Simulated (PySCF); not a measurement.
# C3H2F3O: g tensor and hyperfine couplings

C3H2F3O (doublet state).
Numbering: `[F:1][C:2]1[O:3][C@@H:4]1[CH:5]([F:6])[F:7]` (hydrogens: H8 on C4; H9 on C5)

Cartesian coordinates in Å at the GFN2-xTB level; atoms count from 1:
```
atom  x, y, z in Å
F1    -1.7414    1.4953    0.0984
C2    -1.5897    0.2100   -0.2153
O3    -1.3050   -0.6981    0.7353
C4    -0.3320   -0.5175   -0.3067
C5     0.9783    0.1040    0.1323
F6     1.9117   -0.8526    0.3213
F7     1.4574    0.9143   -0.8384
H8    -0.2448   -1.3365   -1.0132
H9     0.8792    0.6871    1.0612
```

The hyperfine couplings belong to this conformer and change with its torsions.

Method used: UKS B3LYP, pcH-1 on C F H O, non-relativistic, mean-field spin-orbit, GIAO (PySCF 2.14.0). One conformer (not necessarily the lowest) at the GFN2-xTB geometry, without solvent, vibrations or thermal averaging. Couplings are sensitive to structure, and on GFN2-xTB geometries they can be far from those on DFT ones. The SCF solution wasn't tested for stability.

* g1, g2, g3: 2.00183, 2.00392, 2.00487
* g_iso: 2.00354
* Form of g: rhombic: the two nearest values differ by 31 % of g3 − g1
* ⟨S²⟩: 0.7522 (exact 0.7500)
* HOMO–LUMO gap, α and β orbitals: 7.97, 6.38 eV

Hyperfine couplings atom by atom, in mT; T1 to T3 are the principal values of the dipolar part; ρ(0) is the spin density at the nucleus (MHz turned into mT with g_iso):

```csv
atom,isotope,a_iso,T1,T2,T3,Mulliken spin population,ρ(0) (bohr⁻³)
F1,19F,13.64,-8.95,-8.24,17.19,0.08,0.0909
C2,13C,24.01,-2.28,-2.07,4.35,0.79,0.5990
O3,17O,-1.71,-1.78,0.84,0.94,0.10,0.0793
C4,13C,0.88,-0.32,-0.20,0.52,0.03,0.0220
C5,13C,-0.31,-0.04,0.00,0.05,0.00,-0.0077
F6,19F,0.31,-0.38,-0.34,0.72,0.00,0.0021
F7,19F,0.58,-0.26,-0.21,0.46,0.00,0.0039
H8,1H,-0.04,-0.21,-0.19,0.40,0.00,-0.0003
H9,1H,0.09,-0.09,-0.08,0.16,0.00,0.0006
```

Largest spin populations (Mulliken): C2 (+0.79), O3 (+0.10) and F1 (+0.08). No atom but C2 exceeds +0.15. The angles at C2 add up to 308.8°, so it is pyramidal.

Under fast tumbling the dipolar parts average out, and these isotropic splittings remain: 1 × 19F (F1, I = 1/2, 2 lines) with 13.64 mT, 1 × 19F (F7, I = 1/2, 2 lines) with 0.58 mT, 1 × 19F (F6, I = 1/2, 2 lines) with 0.31 mT, 1 × 1H (H9, I = 1/2, 2 lines) with 0.09 mT and 1 × 1H (H8, I = 1/2, 2 lines) with 0.04 mT.

The 13C coupling of C2 (673.4 MHz) shows only in satellite lines or after enrichment, since that isotope makes up about 1.07 % of natural carbon.

The 17O coupling of O3 (-48.1 MHz) shows only in satellite lines or after enrichment, since that isotope makes up about 0.038 % of natural oxygen.

Examples of negative spin density at the nucleus (bohr⁻³): C5 (-0.0077).
